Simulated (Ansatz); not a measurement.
Cost and result for the atomization energy of GeH$_{4}$Se$_{4}$, SMILES `[SeH][Ge]([SeH])([SeH])[SeH]` (9 atoms, 8 bonds).

Cartesian coordinates in Å:
```
Se 1.744 1.104 -1.593
Ge 0.301 0.228 0.047
Se 1.180 1.109 2.045
Se 0.381 -2.122 -0.098
Se -1.934 0.950 -0.136
H 0.703 1.020 -2.627
H 0.651 -0.013 2.832
H -0.813 -2.271 0.748
H -2.213 -0.006 -1.219
```

Total charge 0; spin multiplicity 1. Correlated methods include outer-core shells of Ge, Se, which these sets cover unevenly. Scalar relativity is left out up to krypton. Geometry: relaxed with PBE0-D4/def2-TZVP. It is one conformer, not always the lowest. Program: Ansatz. All runs use 2 threads of an AMD EPYC 7R13 on a shared host and a share of an NVIDIA H100 80 GB. Times are those of one run each, without the atoms' runs, and a repeat can differ threefold. Electronic energies, without spin–orbit coupling; frozen cores. CCSD(T)/CBS adds CCSD(T) − MP2 in def2-TZVPP to the MP2 limit, and its time is that of the two runs behind it. T1 = 0.009. With those shells the extrapolation isn't a true limit. B3LYP takes the VWN-RPA correlation (the form of Gaussian; ORCA's B3LYP/G).

CCSD(T)/CBS is a level of theory with its own doubt, some kJ/mol a heavy atom from the limit and from the frozen cores, so smaller differences don't rank the functionals.

| level | functions | wall time | atomization (kJ/mol) | difference from CCSD(T)/CBS | per bond |
| --- | --- | --- | --- | --- | --- |
| BHLYP-D4/def2-TZVPP | 296 | 5.5 s | 2246.0 | -118.6 | -14.8 |
| CCSD(T)/def2-SVP | 180 | 5.5 s | 2105.5 | -259.1 | -32.4 |
| BLYP-D4/def2-TZVPP | 296 | 6 s | 2314.6 | -50.0 | -6.3 |
| CAM-B3LYP-D4/def2-TZVPP | 296 | 6.5 s | 2291.2 | -73.4 | -9.2 |
| PBE0-D4/def2-TZVPP | 296 | 7 s | 2331.5 | -33.1 | -4.1 |
| r2SCANh-D4/def2-TZVPP | 296 | 7.5 s | 2339.3 | -25.3 | -3.2 |
| LDA (SPW92)/def2-TZVPP | 296 | 8 s | 2763.6 | 399.0 | 49.9 |
| ωB97M-V/def2-TZVPP (with forces) | 296 | 8 s | 2292.8 | -71.8 | -9.0 |
| PBE-D4/def2-TZVPP (with forces) | 296 | 12 s | 2379.6 | 15.0 | 1.9 |
| B3LYP-D4/def2-TZVPP (with forces) | 296 | 13 s | 2314.9 | -49.7 | -6.2 |
| MP2/def2-QZVPP | 565 | 14 s | 2352.8 | -11.8 | -1.5 |
| CCSD(T)/def2-TZVPP | 296 | 18 s | 2281.7 | -82.9 | -10.4 |
| CCSD(T)/CBS(def2) | – | 32 s | 2364.6 | 0.0 | 0.0 |

The D4 term adds +68.7 kJ/mol with B3LYP and +36.5 kJ/mol with PBE0; it sums over pairs of atoms, weighted by their polarisabilities, and B3LYP, whose exchange is more repulsive, gets the larger term. From BLYP to BHLYP (50 % exact exchange), in def2-TZVPP and without D4, the atomization energy moves by −50.9 kJ/mol: exact exchange takes away binding that semilocal exchange gives to molecules. In def2-TZVPP, CCSD(T) changes the Hartree–Fock value by +796.4 kJ/mol (the triples alone add +61.9 kJ/mol) and MP2 by +822.1 kJ/mol; breaking electron pairs costs correlation energy, which Hartree–Fock lacks.
